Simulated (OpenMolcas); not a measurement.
Pd5+ in a point-charge field

Pd5+ among 6 point charges of -1.7 e arranged as a trigonal prism (D3h), 1.94 Å from the ion, with a polar angle of 60.4° against the regular 49.1°.
```
   1.6867    0.0000    0.9585  -1.70
  -0.8434    1.4607    0.9585  -1.70
  -0.8434   -1.4607    0.9585  -1.70
   1.6867    0.0000   -0.9585  -1.70
  -0.8434    1.4607   -0.9585  -1.70
  -0.8434   -1.4607   -0.9585  -1.70
```

```yaml
Program: OpenMolcas 26.06
Method: "SS-CASPT2, IPEA 0.25 Eh, imaginary shift 0.1 Eh (closed shells correlated: 4s 4p)"
Basis: ANO-RCC-VDZP [6s5p3d1f]
Scalar_Hamiltonian: DKH2, point nucleus
Active_space: 5 electrons in 5 orbitals (4d)
State_averaging: 2S+1 = 6 even, 1 root; 2S+1 = 4 even, 24 roots; 2S+1 = 2 even, 75 roots
Spin-orbit_coupling: state interaction with AMFI integrals over the reference wave functions
```

The lowest spin-free states (labels of D3, the rotations of D3h), above the lowest:

```json
{"State": "6A1", "Degeneracy": "1", "E (cm-1)": "0", "Free-ion L (%)": "S (100)"}
{"State": "4E", "Degeneracy": "2", "E (cm-1)": "30050", "Free-ion L (%)": "G (93)"}
{"State": "4E", "Degeneracy": "2", "E (cm-1)": "30090", "Free-ion L (%)": "G (87)"}
{"State": "4A2", "Degeneracy": "1", "E (cm-1)": "30810", "Free-ion L (%)": "G (98)"}
{"State": "4A1", "Degeneracy": "1", "E (cm-1)": "30820", "Free-ion L (%)": "G (98)"}
{"State": "4A1", "Degeneracy": "1", "E (cm-1)": "31050", "Free-ion L (%)": "G (100)"}
{"State": "4E", "Degeneracy": "2", "E (cm-1)": "31100", "Free-ion L (%)": "G (100)"}
{"State": "4E", "Degeneracy": "2", "E (cm-1)": "34130", "Free-ion L (%)": "P (54)"}
{"State": "4A2", "Degeneracy": "1", "E (cm-1)": "34990", "Free-ion L (%)": "P (100)"}
{"State": "4E", "Degeneracy": "2", "E (cm-1)": "35700", "Free-ion L (%)": "D (90)"}
{"State": "4A1", "Degeneracy": "1", "E (cm-1)": "37300", "Free-ion L (%)": "D (100)"}
{"State": "4E", "Degeneracy": "2", "E (cm-1)": "39430", "Free-ion L (%)": "D (62)"}
{"State": "2E", "Degeneracy": "2", "E (cm-1)": "44370", "Free-ion L (%)": "I (91)"}
{"State": "2E", "Degeneracy": "2", "E (cm-1)": "44930", "Free-ion L (%)": "I (95)"}
{"State": "2E", "Degeneracy": "2", "E (cm-1)": "45020", "Free-ion L (%)": "I (97)"}
{"State": "2E", "Degeneracy": "2", "E (cm-1)": "45070", "Free-ion L (%)": "I (96)"}
{"State": "2A1", "Degeneracy": "1", "E (cm-1)": "45090", "Free-ion L (%)": "I (96)"}
{"State": "2A2", "Degeneracy": "1", "E (cm-1)": "45100", "Free-ion L (%)": "I (96)"}
{"State": "2A1", "Degeneracy": "1", "E (cm-1)": "45290", "Free-ion L (%)": "I (99)"}
{"State": "2S+1 = 2", "Degeneracy": "2", "E (cm-1)": "45340", "Free-ion L (%)": "I (100)"}
```

The lowest levels with spin-orbit coupling:

```json
{"E (cm-1)": "0", "Degeneracy": "2", "Label": "E1/2", "2S+1": "6", "g": "2.00 5.99 5.99"}
{"E (cm-1)": "5", "Degeneracy": "2", "Label": "E3/2", "2S+1": "6", "g": "0.00 0.00 5.99"}
{"E (cm-1)": "15", "Degeneracy": "2", "Label": "E1/2", "2S+1": "6", "g": "0.00 0.00 9.98"}
{"E (cm-1)": "28400", "Degeneracy": "2", "Label": "E1/2", "2S+1": "4", "g": "0.83 1.43 1.43"}
{"E (cm-1)": "29440", "Degeneracy": "2", "Label": "E3/2", "2S+1": "4", "g": "0.00 0.00 2.65"}
{"E (cm-1)": "29590", "Degeneracy": "2", "Label": "E1/2", "2S+1": "4", "g": "2.63 3.97 3.97"}
{"E (cm-1)": "29960", "Degeneracy": "2", "Label": "E3/2", "2S+1": "4", "g": "0.00 0.00 1.99"}
{"E (cm-1)": "29970", "Degeneracy": "2", "Label": "E1/2", "2S+1": "4", "g": "0.44 4.56 4.56"}
{"E (cm-1)": "30110", "Degeneracy": "2", "Label": "E1/2", "2S+1": "4", "g": "0.09 0.09 5.52"}
{"E (cm-1)": "30210", "Degeneracy": "2", "Label": "E3/2", "2S+1": "4", "g": "0.00 0.00 1.81"}
{"E (cm-1)": "30330", "Degeneracy": "2", "Label": "E1/2", "2S+1": "4", "g": "0.03 0.03 6.08"}
{"E (cm-1)": "30490", "Degeneracy": "2", "Label": "E1/2", "2S+1": "4", "g": "0.01 0.01 8.86"}
{"E (cm-1)": "30690", "Degeneracy": "2", "Label": "E1/2", "2S+1": "4", "g": "0.03 0.03 4.87"}
{"E (cm-1)": "30740", "Degeneracy": "2", "Label": "E1/2", "2S+1": "4", "g": "0.07 0.07 3.70"}
{"E (cm-1)": "30890", "Degeneracy": "2", "Label": "E1/2", "2S+1": "4", "g": "2.11 5.20 5.20"}
{"E (cm-1)": "30920", "Degeneracy": "2", "Label": "E3/2", "2S+1": "4", "g": "0.00 0.00 11.11"}
{"E (cm-1)": "31120", "Degeneracy": "2", "Label": "E1/2", "2S+1": "4", "g": "0.00 0.00 7.96"}
{"E (cm-1)": "31130", "Degeneracy": "2", "Label": "E3/2", "2S+1": "4", "g": "0.00 0.00 5.83"}
{"E (cm-1)": "31190", "Degeneracy": "2", "Label": "E1/2", "2S+1": "4", "g": "0.00 0.00 13.95"}
{"E (cm-1)": "31190", "Degeneracy": "2", "Label": "E1/2", "2S+1": "4", "g": "0.01 0.01 7.20"}
```

Powder χT (cm3 K/mol): 3.35 at 2 K, 4.21 at 10 K, 4.35 at 50 K, 4.35 at 100 K, 4.36 at 200 K, 4.36 at 300 K. The effective moment at 300 K is 2.828 √(χT) = 5.90 μB.

The lowest level has 2S+1 = 6, for which the spin-only value is χT = S(S+1) / 2 = 4.375 cm3 K/mol (g = 2). The computed 4.356 at 300 K differs by -0.019, through a little spin-orbit mixing out of the ground term, against the free-electron g of 2.0023, which raises it.

Roots that are degenerate in the reference are averaged as groups; the widest CASPT2 spread within a group is 31 cm-1 (the 2-fold group of multiplicity 4 near 53400 cm-1 above the lowest state of its run). Shifts and gaps below about the spread of the groups concerned are not significant. Point charges give a weaker field than real ligands, and real ions of this kind are as a rule low spin; the high spin found here belongs to the model. Free-ion shares, where given, are those of the reference states; single-state CASPT2 does not remix them. Point charges carry no covalency, so the field is a model and not that of real ligands. No measured value stands beside these numbers.

A state without a sure symmetry label is named by its multiplicity alone.
